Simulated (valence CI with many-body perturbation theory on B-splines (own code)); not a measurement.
**Level structure of P I**

Calculated by relativistic CI+MBPT: five valence electrons over a frozen Dirac-Fock core [Ne], radial functions for each j: 9 s, 9 p, 8 d, 6 f, 3 g, 1 h, with the one-electron correlation potential Σ1, the two-electron term Σ2, the three-electron term Σ3, Breit, model QED; selected CI, second order for the rest, scaled by the run's own slope (own B-spline code, finite nucleus).

Set against measurement, 25 paired levels are off by 58 cm⁻¹ on average, the worst by 205. These come from a selection out of the NIST Handbook of Basic Atomic Spectroscopic Data. Levels without a partner in it may be off by more. Among the levels kept, up to 3100 cm⁻¹ of a level comes from second order outside the variational space, and about a tenth of that is noise between levels of different J, which matters for small intervals.

Levels 1 to 40 of 40, with energies above the lowest level, 3s2 3p3 4S°_3/2. "Leading %" is the weight of the configuration and term that name the level; weights of strongly mixed levels are sums over their largest components and can fall short, so below about 35 % the name and the second component can differ from the true leading terms, or belong to a minority configuration. In the jj column 3d3/2^4 stands for four electrons in 3d with j = 3/2.

| No. | Configuration | Term | J | E (eV) | Leading % | Second component | Leading jj |
| --- | --- | --- | --- | --- | --- | --- | --- |
| 1 | 3s2 3p3 | 4S° | 3/2 | 0.0000 | 93 |  | 3s^2 3p1/2 3p3/2^2 (52 %) |
| 2 | 3s2 3p3 | 2D° | 3/2 | 1.425 | 92 |  | 3s^2 3p1/2 3p3/2^2 (41 %) |
| 3 | 3s2 3p3 | 2D° | 5/2 | 1.430 | 93 |  | 3s^2 3p1/2 3p3/2^2 (93 %) |
| 4 | 3s2 3p3 | 2P° | 1/2 | 2.346 | 91 |  | 3s^2 3p1/2 3p3/2^2 (91 %) |
| 5 | 3s2 3p3 | 2P° | 3/2 | 2.350 | 91 |  | 3s^2 3p3/2^3 (49 %) |
| 6 | 3s2 3p2 4s | 4P | 1/2 | 6.931 | 89 |  | 3s^2 3p1/2^2 4s (43 %) |
| 7 | 3s2 3p2 4s | 4P | 3/2 | 6.949 | 90 |  | 3s^2 3p1/2 3p3/2 4s (82 %) |
| 8 | 3s2 3p2 4s | 4P | 5/2 | 6.980 | 90 |  | 3s^2 3p3/2^2 4s (58 %) |
| 9 | 3s2 3p2 4s | 2P | 1/2 | 7.173 | 88 |  | 3s^2 3p1/2 3p3/2 4s (62 %) |
| 10 | 3s2 3p2 4s | 2P | 3/2 | 7.208 | 88 |  | 3s^2 3p3/2^2 4s (49 %) |
| 11 | 3s 3p4 | 4P | 5/2 | 7.379 | 67 | 17 % 3s2 3p2 3d 4P | 3s 3p1/2^2 3p3/2^2 (45 %) |
| 12 | 3s 3p4 | 4P | 3/2 | 7.400 | 66 | 17 % 3s2 3p2 3d 4P | 3s 3p1/2 3p3/2^3 (59 %) |
| 13 | 3s 3p4 | 4P | 1/2 | 7.423 | 67 | 17 % 3s2 3p2 3d 4P | 3s 3p3/2^4 (29 %) |
| 14 | 3s2 3p2 4p | 2S° | 1/2 | 7.957 | 88 |  | 3s^2 3p3/2^2 4p3/2 (28 %) |
| 15 | 3s2 3p2 4s | 2D | 5/2 | 8.083 | 89 |  | 3s^2 3p1/2 3p3/2 4s (57 %) |
| 16 | 3s2 3p2 4s | 2D | 3/2 | 8.084 | 89 |  | 3s^2 3p1/2 3p3/2 4s (57 %) |
| 17 | 3s2 3p2 4p | 4D° | 1/2 | 8.097 | 89 |  | 3s^2 3p1/2^2 4p1/2 (37 %) |
| 18 | 3s2 3p2 4p | 4D° | 3/2 | 8.114 | 88 |  | 3s^2 3p1/2 3p3/2 4p1/2 (50 %) |
| 19 | 3s2 3p2 4p | 4D° | 5/2 | 8.131 | 88 |  | 3s^2 3p1/2 3p3/2 4p3/2 (64 %) |
| 20 | 3s2 3p2 4p | 4D° | 7/2 | 8.148 | 90 |  | 3s^2 3p3/2^2 4p3/2 (58 %) |
| 21 | 3s2 3p2 4p | 4P° | 1/2 | 8.214 | 89 |  | 3s^2 3p1/2 3p3/2 4p1/2 (45 %) |
| 22 | 3s2 3p2 4p | 4P° | 3/2 | 8.224 | 77 | 11 % 3s2 3p2 4p 4S° | 3s^2 3p1/2 3p3/2 4p3/2 (34 %) |
| 23 | 3s2 3p2 4p | 4P° | 5/2 | 8.247 | 86 |  | 3s^2 3p1/2 3p3/2 4p3/2 (34 %) |
| 24 | 3s2 3p2 4p | 4S° | 3/2 | 8.280 | 72 | 9 % 3s2 3p2 4p 4P° | 3s^2 3p3/2^2 4p1/2 (30 %) |
| 25 | 3s2 3p2 4p | 2D° | 3/2 | 8.284 | 81 | 5 % 3s2 3p2 4p 4S° | 3s^2 3p1/2 3p3/2 4p3/2 (41 %) |
| 26 | 3s2 3p2 4p | 2D° | 5/2 | 8.321 | 87 |  | 3s^2 3p3/2^2 4p3/2 (38 %) |
| 27 | 3s2 3p2 4p | 2P° | 1/2 | 8.420 | 88 |  | 3s^2 3p1/2 3p3/2 4p3/2 (46 %) |
| 28 | 3s2 3p2 3d | 2P | 3/2 | 8.435 | 80 |  | 3s^2 3p1/2 3p3/2 3d5/2 (27 %) |
| 29 | 3s2 3p2 4p | 2P° | 3/2 | 8.442 | 88 |  | 3s^2 3p3/2^2 4p3/2 (28 %) |
| 30 | 3s2 3p2 3d | 4F | 3/2 | 8.467 | 87 |  | 3s^2 3p1/2 3p3/2 3d3/2 (38 %) |
| 31 | 3s2 3p2 3d | 2P | 1/2 | 8.469 | 79 |  | 3s^2 3p3/2^2 3d5/2 (45 %) |
| 32 | 3s2 3p2 3d | 4F | 5/2 | 8.478 | 87 |  | 3s^2 3p1/2 3p3/2 3d3/2 (50 %) |
| 33 | 3s2 3p2 3d | 4F | 7/2 | 8.491 | 86 |  | 3s^2 3p1/2 3p3/2 3d5/2 (53 %) |
| 34 | 3s2 3p2 3d | 4F | 9/2 | 8.501 | 85 |  | 3s^2 3p3/2^2 3d5/2 (55 %) |
| 35 | 3s2 3p2 3d | 4D | 3/2 | 8.666 | 88 |  | 3s^2 3p1/2 3p3/2 3d3/2 (28 %) |
| 36 | 3s2 3p2 3d | 4D | 5/2 | 8.671 | 87 |  | 3s^2 3p3/2^2 3d3/2 (25 %) |
| 37 | 3s2 3p2 3d | 4D | 1/2 | 8.672 | 88 |  | 3s^2 3p1/2 3p3/2 3d3/2 (67 %) |
| 38 | 3s2 3p2 3d | 4D | 7/2 | 8.678 | 86 |  | 3s^2 3p1/2 3p3/2 3d5/2 (47 %) |
| 39 | 3s2 3p2 3d | 2F | 5/2 | 8.732 | 87 |  | 3s^2 3p1/2 3p3/2 3d5/2 (44 %) |
| 40 | 3s2 3p2 3d | 2F | 7/2 | 8.768 | 86 |  | 3s^2 3p3/2^2 3d5/2 (38 %) |

Names give the largest LS component (configuration and term), which can be under half, so a name can repeat, a term be missing and a line seem to break the LS rules; names also repeat where a configuration has a term twice.

Where two levels of one J and parity lie close, their mixing, g and order are uncertain.

The ionisation energy to 3s2 3p2 3P_0 of the next ion comes out as 10.461 eV (NIST: 10.4867 eV (measured)). All 40 levels together are meant to be complete up to 8.820 eV.
